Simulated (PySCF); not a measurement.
Can point charges reproduce the dipole moment of `CO[Si@@H]([SiH2]O)[SiH2]P`?

Coordinates (GFN2-xTB, Å) and charges (e) from the PBE0/pcSseg-1 density (PySCF):

```
atom       x       y       z  Mulliken      IAO  Hirshfeld  ESP-fitted
  C1   0.132  -3.034   0.421   -0.0056  -0.1956    -0.0327     -0.1549
  O2   0.779  -1.852   0.070   -0.6391  -0.6375    -0.2321     -0.3172
 Si3   0.465  -0.342   0.595   +0.3813  +0.5576    +0.2407     +0.1332
 Si4   2.156   0.877  -0.392   +0.6085  +0.7605    +0.3162     +0.5604
  O5   1.899   2.429   0.018   -0.5627  -0.8019    -0.3156     -0.6231
 Si6  -1.716   0.327   0.057   +0.0761  +0.2198    +0.1737     +0.3005
  P7  -1.574   2.555  -0.282   -0.3101  -0.1216    -0.0115     -0.3697
  H8   0.259  -3.236   1.486   +0.1017  +0.1317    +0.0418     +0.1072
  H9  -0.937  -2.970   0.204   +0.0998  +0.1251    +0.0385     +0.0953
 H10   0.571  -3.849  -0.154   +0.1230  +0.1563    +0.0516     +0.1155
 H11   0.473  -0.364   2.084   -0.0594  -0.1250    -0.0853     -0.0512
 H12   3.520   0.713   0.103   -0.0921  -0.1115    -0.0702     -0.0853
 H13   2.180   0.758  -1.861   -0.1114  -0.1452    -0.0864     -0.1306
 H14   1.068   2.885  -0.100   +0.2614  +0.3525    +0.1344     +0.3485
 H15  -2.786   0.202   1.065   -0.0127  -0.0839    -0.0750     -0.0662
 H16  -2.346  -0.276  -1.135   -0.0192  -0.0933    -0.0790     -0.1088
 H17  -1.245   2.447  -1.620   +0.0721  -0.0004    -0.0088     +0.1123
 H18  -2.907   2.736  -0.571   +0.0885  +0.0121    -0.0007     +0.1340
```

**Question.** Compute μ = Σ q r for each scheme (1 e·Å = 4.803 D) and compare with the dipole of the full density.

**Answer.** The full density gives (-2.05, -1.96, -0.35) D, 2.86 D in size; dipole vectors point from the negative to the positive end.

```json
{"scheme": "Mulliken", "μx": "-1.44", "μy": "-2.79", "μz": "0.31", "size (D)": "3.16", "share of the full size (%)": "111", "angle to the full dipole (°)": "23"}
{"scheme": "IAO", "μx": "-1.44", "μy": "-2.02", "μz": "0.53", "size (D)": "2.54", "share of the full size (%)": "89", "angle to the full dipole (°)": "22"}
{"scheme": "Hirshfeld", "μx": "-0.92", "μy": "-0.85", "μz": "0.22", "size (D)": "1.27", "share of the full size (%)": "45", "angle to the full dipole (°)": "17"}
{"scheme": "ESP-fitted", "μx": "-2.10", "μy": "-1.96", "μz": "-0.33", "size (D)": "2.89", "share of the full size (%)": "101", "angle to the full dipole (°)": "1"}
```

**Question.** Which set comes closest?

**Answer.** Length of the difference vector: ESP-fitted 0.05 D, IAO 1.07 D, Mulliken 1.23 D, Hirshfeld 1.68 D. Closest: ESP-fitted. ESP charges are fitted to the potential around the molecule, whose slowest-falling term is the dipole's. 

**Question.** What is left for the Hirshfeld atoms' own dipoles?

**Answer.** The shares of the density sum to the whole, so what Σ q r misses lies in dipoles about the nuclei. The atomic dipoles sum to (-2.05, -1.96, -0.35) − (-0.92, -0.85, 0.22) = (-1.13, -1.11, -0.57) D, 1.68 D in size.

**Question.** With the origin at the mean of the coordinates, (0.000, 0.000, -0.001) Å, which are the largest single terms, by size, of the Mulliken dipole along the direction of the full one?

**Answer.** O5 +8.19, Si4 -6.14, H14 -3.43, O2 -2.15, H12 +1.34 D; all 18 atoms together +2.91 D. The single terms depend on the origin, their sum doesn't.

**Question.** Give the size of the full dipole in other units.

**Answer.** 2.86 D = 1.123 au = 0.595 e·Å = 9.53 × 10⁻³⁰ C·m.

Isolated species at its GFN2-xTB geometry (one conformer only).
